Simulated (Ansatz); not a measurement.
**Question.** Predict a relaxed structure of Sn(vinyl)2(NHiPr)2 (C₁₀H₂₂N₂Sn), charge 0, singlet, at r2SCAN-D4/def2-SVP (Ansatz).

**Answer.** 
| atom | x (Å) | y (Å) | z (Å) |
| --- | --- | --- | --- |
| Sn1 | 0.137 | -0.244 | 0.159 |
| C2 | -0.739 | 0.160 | -1.773 |
| C3 | -1.130 | -0.830 | -2.589 |
| H4 | -0.833 | 1.201 | -2.114 |
| H5 | -1.060 | -1.887 | -2.298 |
| H6 | -1.550 | -0.636 | -3.586 |
| C7 | 0.442 | -2.352 | 0.371 |
| C8 | 0.071 | -2.958 | 1.507 |
| H9 | 0.905 | -2.941 | -0.432 |
| H10 | -0.388 | -2.390 | 2.328 |
| H11 | 0.213 | -4.035 | 1.667 |
| N12 | -0.954 | 0.313 | 1.812 |
| C13 | -2.388 | 0.583 | 1.774 |
| C14 | -3.126 | -0.610 | 1.172 |
| C15 | -2.754 | 1.882 | 1.046 |
| H16 | -0.456 | 1.027 | 2.344 |
| H17 | -2.726 | 0.684 | 2.826 |
| H18 | -2.837 | -0.754 | 0.116 |
| H19 | -4.216 | -0.457 | 1.196 |
| H20 | -2.887 | -1.533 | 1.721 |
| H21 | -2.483 | 1.810 | -0.022 |
| H22 | -3.834 | 2.100 | 1.109 |
| H23 | -2.210 | 2.739 | 1.477 |
| N24 | 1.863 | 0.815 | 0.546 |
| C25 | 2.993 | 0.834 | -0.378 |
| C26 | 2.807 | 1.798 | -1.554 |
| C27 | 3.287 | -0.578 | -0.875 |
| H28 | 1.640 | 1.764 | 0.853 |
| H29 | 3.884 | 1.172 | 0.194 |
| H30 | 1.961 | 1.475 | -2.186 |
| H31 | 3.708 | 1.850 | -2.189 |
| H32 | 2.591 | 2.819 | -1.196 |
| H33 | 2.465 | -0.941 | -1.520 |
| H34 | 4.207 | -0.604 | -1.478 |
| H35 | 3.397 | -1.276 | -0.030 |
 This is one stationary point.

In the def2 sets Sn takes a core potential; there is no spin–orbit coupling.
